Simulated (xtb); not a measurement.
C₄H₁₁In, charge +1, doublet, geometry from GFN2-xTB (such geometries of metal compounds can be far from the true shape) (a state made from the parent by changing its charge; the spin is typed, not shown lowest); GFN1-xTB in xtb 6.7.1.

Input for xtb:
```
$ xtb mol.xyz --gfn 1 --chrg 1 --uhf 1 --hess --json

# file mol.xyz
16

In    -0.02976892     0.44038623     0.17011528
C      1.48271363     1.07008897    -1.39999180
H      2.36864379     0.44655239    -1.29546024
H      1.72005157     2.11623781    -1.21469570
H      1.02894664     0.94531544    -2.38144527
C     -1.40195653     0.85017382     1.94273030
H     -2.37135779     0.40252609     1.72895160
H     -1.48083363     1.93124783     2.04951292
H     -0.94904763     0.40177869     2.82553632
C     -0.45918545    -2.03497942    -0.23365503
C      0.49972712    -2.47861344    -1.25893017
H     -1.49996010    -1.96425263    -0.53166580
H     -0.30126915    -2.38992469     0.77935425
H      1.53540130    -2.40849770    -0.92107010
H      0.36705753    -1.95689005    -2.20931962
H      0.31325226    -3.54303769    -1.46626711
```

The log (banner, timings and long lists left out):

```
   ID    Z sym.   atoms
    1   49 In     1
    2    6 C      2, 6, 10, 11
    3    1 H      3-5, 7-9, 12-16

           -------------------------------------------------
          |                Calculation Setup                |
           -------------------------------------------------

           -------------------------------------------------
          |                 G F N 1 - x T B                 |
           -------------------------------------------------

          ...................................................
          :                      SETUP                      :
          :.................................................:
          :  # basis functions                  48          :
          :  # atomic orbitals                  47          :
          :  # shells                           33          :
          :  # electrons                        29          :
          :  # halogen bonds                     0          :
          :  max. iterations                   250          :
          :  Hamiltonian                  GFN1-xTB          :
          :  restarted?                      false          :
          :  GBSA solvation                  false          :
          :  PC potential                    false          :
          :  electronic temp.          300.0000000     K    :
          :  accuracy                    1.0000000          :
          :  -> integral cutoff          0.2500000E+02      :
          :  -> integral neglect         0.1000000E-07      :
          :  -> SCF convergence          0.1000000E-05 Eh   :
          :  -> wf. convergence          0.2000000E-04 e    :
          :  Broyden damping             0.4000000          :
          :  net charge                          1          :
          :  unpaired electrons                  1          :
          ...................................................

 iter      E             dE          RMSdq      gap      omega  full diag
   1    -15.5675964 -0.155676E+02  0.714E+00    2.87       0.0  T
   2    -15.5847218 -0.171254E-01  0.431E+00    3.36       1.0  T
   3    -15.5855230 -0.801264E-03  0.457E-01    3.20       1.0  T
   4    -15.5857025 -0.179443E-03  0.189E-01    3.27       1.0  T
   5    -15.5856663  0.361694E-04  0.163E-01    3.27       1.0  T
   6    -15.5862848 -0.618537E-03  0.737E-03    3.27       3.4  T
   7    -15.5862852 -0.405700E-06  0.105E-03    3.28      23.9  T
[...]
         :: total energy             -15.381854116430 Eh    ::
[...]
       8    224.01    -0.57436 ( 99.75%)    -0.61220 (  0.25%)    -0.57446
   ------------------------------------------------------------------------

   temp. (K)  partition function   enthalpy   heat capacity  entropy
                                   cal/mol     cal/K/mol   cal/K/mol   J/K/mol
 298.15  VIB  0.153E+04             4480.760     26.097     28.990
         ROT  0.313E+06              888.752      2.981     28.125
         INT  0.477E+09             5369.512     29.078     57.115
         TR   0.222E+28             1481.254      4.968     41.349
         TOT                        6850.7661    34.0463    98.4640   411.9736

       T/K    H(0)-H(T)+PV         H(T)/Eh          T*S/Eh         G(T)/Eh
   ------------------------------------------------------------------------
    298.15    0.109174E-01    0.140220E+00    0.467834E-01    0.934369E-01
   ------------------------------------------------------------------------

         :::::::::::::::::::::::::::::::::::::::::::::::::::::
         ::                  THERMODYNAMIC                  ::
         :::::::::::::::::::::::::::::::::::::::::::::::::::::
         :: total free energy         -15.288417264123 Eh   ::
         ::.................................................::
         :: total energy              -15.381854116448 Eh   ::
         :: zero point energy           0.129302907293 Eh   ::
         :: G(RRHO) w/o ZPVE           -0.035866054968 Eh   ::
         :: G(RRHO) contrib.            0.093436852325 Eh   ::
         :::::::::::::::::::::::::::::::::::::::::::::::::::::
imag cut-off (cm-1) :    5.00
 found            1  significant imaginary frequency
 writing imag mode distorted coords to xtbhess.xyz
 for further optimization.

           -------------------------------------------------
          | TOTAL ENERGY              -15.381854116448 Eh   |
          | TOTAL ENTHALPY            -15.241633818530 Eh   |
          | TOTAL FREE ENERGY         -15.288417264123 Eh   |
          | GRADIENT NORM               0.013746467891 Eh/α |
          | HOMO-LUMO GAP               3.276806992778 eV   |
           -------------------------------------------------
########################################################################
[WARNING] Runtime exception occurred
-1- hessian_numhess: Hessian on incompletely optimized geometry!
########################################################################

normal termination of xtb
```
